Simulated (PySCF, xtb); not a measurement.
B(Cl)(OMe)(SH) (CH₄BClOS), SMILES COB(S)Cl. Other conformers were not sampled.

Harmonic wavenumbers (cm⁻¹) from GFN2-xTB in xtb at its own minimum, in rising order: 56, 166, 170, 225, 306, 371, 419, 494, 745, 850, 991, 1124, 1136, 1304, 1412, 1455, 1460, 2499, 2972, 2982, 2989.

**Question.** What does PBE-D3(BJ)/def2-SVP (PySCF) give at its own minimum? (The exact figures need the calculation; the answer reports its results.)

**Answer.** 70, 151, 183, 247, 344, 378, 498, 513, 752, 988, 1024, 1129, 1151, 1332, 1416, 1421, 1449, 2645, 2949, 3031, 3079. Paired by order, the mean absolute difference is 38 cm⁻¹ and the zero-point energies are 34.5 and 35.4 kcal/mol.
